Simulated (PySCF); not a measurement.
Species: `C1CC(CC1)[SiH2]NC(=O)C`. The columns A, B, C and D hold Mulliken, IAO, Hirshfeld and ESP-fitted charges (e) of one PBE0/pcSseg-1 density (PySCF), in a shuffled order. Coordinates in Å (PBE0-D3(BJ)/def2-SVP); the density's dipole moment is (-1.72, -3.82, -0.10) D.

```tsv
atom	x	y	z	A	B	C	D
C1	4.285	-0.747	0.354	-0.633	-0.271	-0.470	-0.120
C2	3.211	0.283	0.608	+0.862	+0.367	+0.446	+0.180
O3	3.435	1.478	0.653	-0.568	-0.430	-0.487	-0.276
N4	1.939	-0.186	0.798	-0.788	-0.657	-0.614	-0.207
Si5	0.635	0.985	1.083	+0.432	+0.793	+0.875	+0.360
C6	-0.948	-0.023	1.211	-0.002	-0.567	-0.408	-0.117
C7	-1.167	-0.953	-0.010	+0.053	-0.212	-0.252	-0.069
C8	-2.664	-0.866	-0.307	-0.192	-0.215	-0.251	-0.069
C9	-2.982	0.596	-0.016	+0.122	-0.232	-0.253	-0.067
C10	-2.209	0.886	1.274	-0.297	-0.196	-0.252	-0.065
H11	4.399	-1.404	1.230	+0.172	+0.140	+0.158	+0.052
H12	4.025	-1.380	-0.508	+0.162	+0.135	+0.154	+0.051
H13	5.234	-0.235	0.160	+0.171	+0.148	+0.171	+0.055
H14	1.779	-1.185	0.748	+0.348	+0.201	+0.266	+0.126
H15	0.521	1.920	-0.074	-0.069	-0.068	-0.130	-0.080
H16	0.888	1.754	2.335	-0.086	-0.074	-0.125	-0.080
H17	-0.889	-0.628	2.132	+0.034	+0.145	+0.137	+0.033
H18	-0.826	-1.983	0.180	-0.006	+0.122	+0.129	+0.035
H19	-0.604	-0.594	-0.890	+0.014	+0.127	+0.120	+0.031
H20	-3.225	-1.517	0.386	+0.061	+0.116	+0.125	+0.035
H21	-2.921	-1.178	-1.331	+0.044	+0.125	+0.134	+0.040
H22	-2.596	1.224	-0.836	+0.004	+0.121	+0.129	+0.036
H23	-4.058	0.805	0.075	+0.001	+0.126	+0.136	+0.041
H24	-2.821	0.618	2.150	+0.091	+0.127	+0.133	+0.036
H25	-1.976	1.959	1.381	+0.068	+0.130	+0.127	+0.037
```

Which column most likely holds the ESP-fitted charges?

A. Σ q r misses the density's dipole by 0.04 D (A), 0.98 D (C), 1.62 D (D), 2.45 D (B). Charges fitted to the outside potential are the only set here that is tied to the molecule's multipoles.

And the Hirshfeld charges?

D. The mean sizes are 0.092 e (D), 0.211 e (A), 0.234 e (B), 0.259 e (C), and Hirshfeld charges are commonly the smallest of these schemes.

As computed, A = ESP-fitted, B = Mulliken, C = IAO, D = Hirshfeld. Hydrogens on carbon: ESP-fitted -0.01 to +0.17, Mulliken +0.12 to +0.15, IAO +0.12 to +0.17, Hirshfeld +0.03 to +0.06 e.

The Mulliken scheme counts on each atom the diagonal of the density matrix times the overlap matrix over that atom's basis functions. The IAO scheme counts the electrons in orthogonalised intrinsic atomic orbitals, a minimal basis polarised so that it spans the occupied orbitals exactly.

Isolated species at its PBE0-D3(BJ)/def2-SVP geometry (one conformer only).

The run behind these numbers computed NMR shieldings as well. Time: 2.0 min; peak memory 1.3 GiB. Hardware: one thread, Arm Neoverse N1 (aarch64), shared host.
